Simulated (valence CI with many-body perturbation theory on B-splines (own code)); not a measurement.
## Energy levels of Ir64+

Level of theory: relativistic CI+MBPT: three valence electrons over a frozen Dirac-Fock core [Ne], a basis of 11 s, 11 p, 10 d, 8 f, 5 g, 2 h functions for each j, with the one-electron correlation potential Σ1 (screened to all orders), the two-electron term Σ2, the three-electron term Σ3, Breit, model QED; selected single and double excitations, second order for the rest, scaled by the run's own slope (own B-spline code, finite nucleus).

The last digits are not significant, and no measured levels were compared; by estimate large intervals hold to a few tenths of a per cent, small ones and those within an open d or f shell to about a per cent.

Levels 1 to 45 of 157, with energies above the lowest level, (3s^2 3p1/2) J=1/2. "Leading %" is the weight of the configuration and term that name the level; weights of strongly mixed levels are sums over their largest components and can fall short, so below about 35 % the name and the second component can differ from the true leading terms, or belong to a minority configuration. In the jj column 3d3/2^4 stands for four electrons in 3d with j = 3/2. Lifetimes count E1, E2, E3, M1 and M2 decay at the calculated energies, and are blank where another channel may lead or the interval is too uncertain; long ones can be off by a factor of two.

| No. | Configuration | Term | J | E (eV) | Leading % | Lifetime | Leading jj |
| --- | --- | --- | --- | --- | --- | --- | --- |
| 1 | 3s2.3p | 2P° | 1/2 | 0.0 | 100 |  | 3s^2 3p1/2 (100 %) |
| 2 | 3s.3p2 | 4P | 1/2 | 178.8 | 51 | 23.3 ps | 3s 3p1/2^2 (99 %) |
| 3 | 3s2.3p | 2P° | 3/2 | 439.8 | 99 | 1.09 ns | 3s^2 3p3/2 (99 %) |
| 4 | 3s.3p2 | 4P | 3/2 | 586.3 | 88 | 49.5 ps | 3s 3p1/2 3p3/2 (99 %) |
| 5 | 3s.3p2 | 2D | 5/2 | 605.6 | 62 | 63.1 ps | 3s 3p1/2 3p3/2 (98 %) |
| 6 | 3s.3p2 | 2D | 3/2 | 627.2 | 48 | 945 fs | 3s 3p1/2 3p3/2 (80 %) |
| 7 | 3s.3p2 | 2P | 1/2 | 638.1 | 69 | 255 fs | 3s 3p1/2 3p3/2 (99 %) |
| 8 | 3s2.3d | 2D | 3/2 | 686.3 | 79 | 194 fs | 3s^2 3d3/2 (79 %) |
| 9 | 3s2.3d | 2D | 5/2 | 775.3 | 97 | 2.90 ps | 3s^2 3d5/2 (97 %) |
| 10 | 3s.3p.3d | 4F° | 3/2 | 801.4 | 28 | 2.58 ps | 3s 3p1/2 3d3/2 (50 %) |
| 11 | 3s.3p.3d | 4F° | 3/2 | 815.0 | 49 | 1.76 ps | 3s 3p1/2 3d3/2 (62 %) |
| 12 | 3s.3p.3d | 4F° | 5/2 | 827.1 | 42 | 32.7 ps | 3s 3p1/2 3d3/2 (99 %) |
| 13 | 3s.3p.3d | 4D° | 1/2 | 855.2 | 56 | 312 fs | 3s 3p1/2 3d3/2 (99 %) |
| 14 | 3s.3p.3d | 4D° | 3/2 | 863.0 | 31 | 208 fs | 3s 3p1/2 3d3/2 (85 %) |
| 15 | 3s.3p.3d | 4P° | 5/2 | 925.8 | 38 | 3.00 ps | 3s 3p1/2 3d5/2 (100 %) |
| 16 | 3s.3p.3d | 4F° | 7/2 | 941.1 | 41 | 3.87 ps | 3s 3p1/2 3d5/2 (99 %) |
| 17 | 3s.3p.3d | 2F° | 5/2 | 951.8 | 51 | 3.28 ps | 3s 3p1/2 3d5/2 (98 %) |
| 18 | 3s.3p.3d | 2P° | 3/2 | 956.6 | 37 | 1.30 ps | 3s 3p1/2 3d5/2 (93 %) |
| 19 | 3p2.3d | 2D | 3/2 | 1026.4 | 41 | 5.79 ps | 3p1/2^2 3d3/2 (99 %) |
| 20 | 3s.3p2 | 4P | 5/2 | 1038.3 | 61 | 1.04 ps | 3s 3p3/2^2 (99 %) |
| 21 | 3s.3p2 | 2S | 1/2 | 1077.8 | 68 | 356 fs | 3s 3p3/2^2 (99 %) |
| 22 | 3s.3p2 | 2P | 3/2 | 1085.2 | 60 | 175 fs | 3s 3p3/2^2 (99 %) |
| 23 | 3p2.3d | 2D | 5/2 | 1141.2 | 34 | 2.64 ps | 3p1/2^2 3d5/2 (98 %) |
| 24 | 3p3 | 2D° | 5/2 | 1234.3 | 66 | 560 fs | 3p1/2 3p3/2^2 (66 %) |
| 25 | 3p3 | 4S° | 3/2 | 1239.8 | 49 | 228 fs | 3p1/2 3p3/2^2 (92 %) |
| 26 | 3p3 | 2P° | 1/2 | 1257.8 | 78 | 294 fs | 3p1/2 3p3/2^2 (78 %) |
| 27 | 3s.3p.3d | 4D° | 3/2 | 1267.1 | 43 | 317 fs | 3s 3p3/2 3d3/2 (96 %) |
| 28 | 3s.3p.3d | 4P° | 1/2 | 1269.1 | 76 | 419 fs | 3s 3p3/2 3d3/2 (93 %) |
| 29 | 3s.3p.3d | 4D° | 5/2 | 1272.2 | 37 | 235 fs | 3s 3p3/2 3d3/2 (77 %) |
| 30 | 3s.3p.3d | 4F° | 7/2 | 1274.6 | 42 | 441 fs | 3s 3p3/2 3d3/2 (96 %) |
| 31 | 3s.3p.3d | 2D° | 3/2 | 1304.5 | 60 | 164 fs | 3s 3p3/2 3d3/2 (90 %) |
| 32 | 3s.3p.3d | 2F° | 5/2 | 1317.4 | 65 | 142 fs | 3s 3p3/2 3d3/2 (90 %) |
| 33 | 3s.3p.3d | 2P° | 1/2 | 1323.6 | 63 | 128 fs | 3s 3p3/2 3d3/2 (85 %) |
| 34 | 3s.3p.3d | 4F° | 9/2 | 1344.2 | 100 | 2.61 ns | 3s 3p3/2 3d5/2 (100 %) |
| 35 | 3s.3p.3d | 2D° | 5/2 | 1367.9 | 46 | 1.02 ps | 3s 3p3/2 3d5/2 (98 %) |
| 36 | 3s.3p.3d | 2F° | 7/2 | 1376.8 | 54 | 1.57 ps | 3s 3p3/2 3d5/2 (96 %) |
| 37 | 3s.3p.3d | 2D° | 3/2 | 1380.6 | 42 | 1.00 ps | 3s 3p3/2 3d5/2 (92 %) |
| 38 | 3s.3p.3d | 2F° | 7/2 | 1397.5 | 71 | 297 fs | 3s 3p3/2 3d5/2 (99 %) |
| 39 | 3s.3p.3d | 2P° | 1/2 | 1406.8 | 83 | 1.16 ps | 3s 3p3/2 3d5/2 (94 %) |
| 40 | 3s.3p.3d | 2P° | 3/2 | 1418.4 | 75 | 250 fs | 3s 3p3/2 3d5/2 (99 %) |
| 41 | 3s.3p.3d | 2D° | 5/2 | 1420.7 | 62 | 253 fs | 3s 3p3/2 3d5/2 (95 %) |
| 42 | 3p2.3d | 2F | 5/2 | 1438.2 | 48 | 653 fs | 3p1/2 3p3/2 3d3/2 (91 %) |
| 43 | 3p2.3d | 4F | 3/2 | 1446.6 | 41 | 378 fs | 3p1/2 3p3/2 3d3/2 (98 %) |
| 44 | 3p2.3d | 4D | 1/2 | 1449.5 | 81 | 343 fs | 3p1/2 3p3/2 3d3/2 (99 %) |
| 45 | 3p2.3d | 2G | 7/2 | 1454.5 | 53 | 433 fs | 3p1/2 3p3/2 3d3/2 (96 %) |

The ionisation energy to 3s2 1S_0 of the next ion comes out as 7422.5 eV (NIST: 7421 ± 24 eV (theoretical)). All 157 levels together are meant to be complete up to 3619.9 eV.
